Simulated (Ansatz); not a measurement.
Reaction (substitution at a C–Si bond): `N[SiH2]C[SiH](N)Cl` + HCl → `N[SiH](Cl)CCl` + `N[SiH3]`

Gas-phase electronic energies from Ansatz, PBE0-D4/def2-TZVP geometries. CCSD(T)/CBS is the MP2 limit (def2-TZVPP, def2-QZVPP) plus CCSD(T) − MP2 in def2-TZVPP, frozen cores. This one scheme is used for every species. Functionals use def2-TZVPP. One conformer a species, not always the lowest.

`N[SiH2]C[SiH](N)Cl`:

Cartesian coordinates in Å:
```
N 0.266 -1.377 1.223
Si 0.814 0.256 1.429
C 0.118 1.361 0.083
Si -0.286 0.466 -1.488
N -1.619 -0.554 -1.228
Cl 1.464 -0.550 -2.032
H 0.732 -1.937 0.523
H 0.130 -1.921 2.062
H 0.313 0.678 2.764
H 2.298 0.392 1.417
H -0.806 1.832 0.433
H 0.842 2.154 -0.127
H -0.580 1.337 -2.649
H -2.095 -0.992 -2.001
H -1.590 -1.145 -0.408
```

HCl:

Z-matrix (Å, degrees):
```
Cl
H 1 1.279
```

`N[SiH](Cl)CCl`:

Z-matrix (Å, degrees):
```
Si
Cl 1 2.067
C 1 1.875 2 106.8
N 1 1.697 2 115.4 3 120.3
H 1 1.480 2 105.9 3 -118.9
Cl 3 1.787 1 109.9 2 73.7
H 3 1.091 1 110.8 2 -167.7
H 3 1.090 1 112.0 2 -45.8
H 4 1.009 1 118.9 2 -72.6
H 4 1.007 1 120.6 2 71.9
```

`N[SiH3]`:

```xyz
7

N     0.748   -0.710   -0.273
Si   -0.494    0.432    0.062
H     0.677   -1.645    0.094
H     1.709   -0.408   -0.293
H    -1.799   -0.211   -0.244
H    -0.563    0.929    1.469
H    -0.278    1.612   -0.814
```

```csv
level,ΔE (kJ/mol)
PBE0-D4,100.0
PBE,88.4
```

Q: What does CCSD(T)/CBS give? (Estimate.)

A: Computed: +98.7 kJ/mol. The listed levels differ from it by 1.3, -10.3 kJ/mol.

Largest T1 diagnostic among the species: 0.010.

In def2-TZVPP, CCSD(T) changes the Hartree–Fock value by +23.4 kJ/mol (the triples alone add +2.1 kJ/mol) and MP2 by +27.0 kJ/mol. The D4 term adds +13.7 kJ/mol with B3LYP and +8.0 kJ/mol with PBE0; it sums over pairs of atoms, weighted by their polarisabilities, and B3LYP, whose exchange is more repulsive, gets the larger term. From PBE to PBE0 (25 % exact exchange), in def2-TZVPP and without D4, ΔE moves by +3.6 kJ/mol.

B3LYP here is the variant with VWN-RPA as its local correlation; programs differ in this.
